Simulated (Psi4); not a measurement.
ISn, doublet, at a GFN2-xTB geometry (such geometries of metal compounds can be far from the true shape) (the spin is typed, not shown lowest) (core potentials on I, Sn); PBE/def2-SVPD in Psi4.

Here is a job for Psi4.
```
memory 2 GB

molecule {
0 2
Sn   -0.00000000   -0.00000000   -1.39442545
I     0.00000000    0.00000000    1.31549570
}

set {
  basis def2-svpd
  reference uks
  scf_type pk
  puream true
  d_convergence 1e-8
  dft_radial_points 99
  dft_spherical_points 590
}

energy('pbe')
print_variables()
```

Task: Predict the main parts of the log of this Psi4 run.

Result: 
```
   => Loading Basis Set <=

    Name: DEF2-SVPD
    Role: ORBITAL
    Keyword: BASIS

    !!!  WARNING: ECP capability is in beta. Please check occupations closely.  !!!

         ---------------------------------------------------------
                                   SCF
               by Justin Turney, Rob Parrish, Andy Simmonett
                          and Daniel G. A. Smith
                              UKS Reference
         ---------------------------------------------------------

  ==> Geometry <==

    Molecular point group: c2v
    Full point group: C_inf_v

    Geometry (in Angstrom), charge = 0, multiplicity = 2:

       Center              X                  Y                   Z               Mass
    ------------   -----------------  -----------------  -----------------  -----------------
         SN           0.000000000000     0.000000000000    -1.393402810032   119.902201630000
         I            0.000000000000     0.000000000000     1.316518339968   126.904471900000

  Running in c2v symmetry.

  Rotational constants: A = ************  B =      0.03723  C =      0.03723 [cm^-1]
  Rotational constants: A = ************  B =   1116.23775  C =   1116.23775 [MHz]
  Nuclear repulsion =  107.400713806193224

  Charge       = 0
  Multiplicity = 2
  Electrons    = 47
  Nalpha       = 24
  Nbeta        = 23

  ==> Algorithm <==

  SCF Algorithm Type is PK.
  DIIS enabled.
  MOM disabled.
  Fractional occupation disabled.
  Guess Type is SAD.
  Energy threshold   = 1.00e-06
  Density threshold  = 1.00e-08
  Integral threshold = 1.00e-12

  ==> Primary Basis <==

  Basis Set: DEF2-SVPD
    Blend: DEF2-SVPD
    Number of shells: 25
    Number of basis functions: 67
    Number of Cartesian functions: 73
    Spherical Harmonics?: true
    Max angular momentum: 2

  Core potential: DEF2-SVPD
    Number of shells: 8
    Number of ECP primitives: 47
    Number of ECP core electrons: 56
    Max angular momentum: 3

  ==> DFT Potential <==

   => LibXC <=

    Version 7.1.2
    S. Lehtola, C. Steigemann, M. J. T. Oliveira, and M. A. L. Marques,  SoftwareX 7, 1–5 (2018) (10.1016/j.softx.2017.11.002)

   => Composite Functional: PBE <=

    PBE GGA Exchange-Correlation Functional

    J.P. Perdew et. al., Phys. Rev. Lett., 77(18), 3865-3868, 1996

    Deriv               =              1
    GGA                 =           TRUE
    Meta                =          FALSE

    Exchange Hybrid     =          FALSE
    MP2 Hybrid          =          FALSE

   => Exchange Functionals <=

    1.0000     XC_GGA_X_PBE

   => Correlation Functionals <=

    1.0000     XC_GGA_C_PBE

   => LibXC Density Thresholds  <==

    XC_GGA_C_PBE:  1.00E-12
    XC_GGA_X_PBE:  1.00E-15

   => Molecular Quadrature <=

    Radial Scheme          =       TREUTLER
    Pruning Scheme         =           NONE
    Nuclear Scheme         =       TREUTLER

    Blocking Scheme        =         OCTREE
    BS radius alpha        =              1
    Pruning alpha          =              1
    Radial Points          =             99
    Spherical Points       =            590
    Total Points           =         110558
    Total Blocks           =            996
    Max Points             =            256
    Max Functions          =             67
    Weights Tolerance      =       1.00E-15

  ==> Integral Setup <==

  Using in-core PK algorithm.
   Calculation information:
      Number of atoms:                   2
      Number of AO shells:              25
      Number of primitives:             51
      Number of atomic orbitals:        73
      Number of basis functions:        67

      Integral cutoff                 1.00e-12
      Number of threads:                 1

  Performing in-core PK
  Using 5191562 doubles for integral storage.
  We computed 52393 shell quartets total.
  Whereas there are 52975 unique shell quartets.

  ==> DiskJK: Disk-Based J/K Matrices <==

    J tasked:                  Yes
    K tasked:                   No
[...]
    NA   [    12,    2,    5,    5 ]
    NB   [    11,    2,    5,    5 ]

   @UKS iter   1:  -511.35929075692559   -2.10120e+00   2.56433e-02 ADIIS/DIIS
    Occupation by irrep:
             A1    A2    B1    B2
    DOCC [    11,    2,    5,    5 ]
    SOCC [     0,    0,    0,    1 ]
    NA   [    11,    2,    5,    6 ]
    NB   [    11,    2,    5,    5 ]

   @UKS iter   2:  -507.48219078828157    3.87710e+00   4.63082e-02 ADIIS/DIIS
   @UKS iter   3:  -511.84021137559978   -4.35802e+00   1.20286e-02 ADIIS/DIIS
   @UKS iter   4:  -511.79006572770595    5.01456e-02   1.32833e-02 ADIIS/DIIS
   @UKS iter   5:  -512.01497418589304   -2.24908e-01   1.57237e-03 ADIIS/DIIS
   @UKS iter   6:  -512.01840851590032   -3.43433e-03   7.77512e-04 ADIIS/DIIS
   @UKS iter   7:  -512.01912394292594   -7.15427e-04   1.29475e-04 ADIIS/DIIS
   @UKS iter   8:  -512.01915036117293   -2.64182e-05   2.87122e-05 DIIS
   @UKS iter   9:  -512.01915134816045   -9.86988e-07   6.89861e-06 DIIS
   @UKS iter  10:  -512.01915142780081   -7.96404e-08   1.14116e-06 DIIS
   @UKS iter  11:  -512.01915142986945   -2.06865e-09   4.27416e-08 DIIS
   @UKS iter  12:  -512.01915142987514   -5.68434e-12   8.68151e-09 DIIS
  Energy and wave function converged.

  ==> Post-Iterations <==

   Electrons on quadrature grid:
      Nalpha   =   23.9999999376 ; deviation = -6.243e-08
      Nbeta    =   22.9999999234 ; deviation = -7.663e-08
      Ntotal   =   46.9999998609 ; deviation = -1.391e-07

   @Spin Contamination Metric:   3.043097070E-03
   @S^2 Expected:                7.500000000E-01
   @S^2 Observed:                7.530430971E-01
   @S   Expected:                5.000000000E-01
   @S   Observed:                5.000000000E-01

    Orbital Energies [Eh]
    ---------------------

    Alpha Occupied:

[...]
    Alpha Virtual:

[...]
      31A1    56.053262

    Beta Occupied:

[...]
    Beta Virtual:

[...]
    Final Occupation by Irrep:
             A1    A2    B1    B2
    DOCC [    11,    2,    5,    5 ]
    SOCC [     0,    0,    0,    1 ]
    NA   [    11,    2,    5,    6 ]
    NB   [    11,    2,    5,    5 ]

  @UKS Final Energy:  -512.01915142987514

   => Energetics <=

    Nuclear Repulsion Energy =            107.4007138061932238
    One-Electron Energy =               -1108.6642107495654272
    Two-Electron Energy =                 529.4879836076984247
    DFT Exchange-Correlation Energy =     -40.2436380942014509
    Empirical Dispersion Energy =           0.0000000000000000
    VV10 Nonlocal Energy =                  0.0000000000000000
    Total Energy =                       -512.0191514298751372

  UHF NO Occupations:
  HONO-2 :    5 B1 1.9995324
  HONO-1 :   11 A1 1.9992832
  HONO-0 :    6 B2 1.0000000
  LUNO+0 :   12 A1 0.0007168
  LUNO+1 :    6 B1 0.0004676
  LUNO+2 :   13 A1 0.0002345
  LUNO+3 :    7 B2 0.0000648

Computation Completed

Properties will be evaluated at   0.000000,   0.000000,   0.000000 [a0]

Properties computed using the SCF density matrix

 Multipole Moments:

 ------------------------------------------------------------------------------------
     Multipole            Electronic (a.u.)      Nuclear  (a.u.)        Total (a.u.)
 ------------------------------------------------------------------------------------

 L = 1.  Multiply by 2.5417464519 to convert [e a0] to [Debye]
 Dipole X            :          0.0000000            0.0000000            0.0000000
 Dipole Y            :          0.0000000            0.0000000            0.0000000
 Dipole Z            :         -5.0183747            4.2671843           -0.7511904
 Magnitude           :                                                    0.7511904

 ------------------------------------------------------------------------------------

  Variable Map:
  ----------------------------------------------------------------------------
[...]
  Array Variable Map:
  ----------------------------------------------------------------------------
[...]
[...]
```
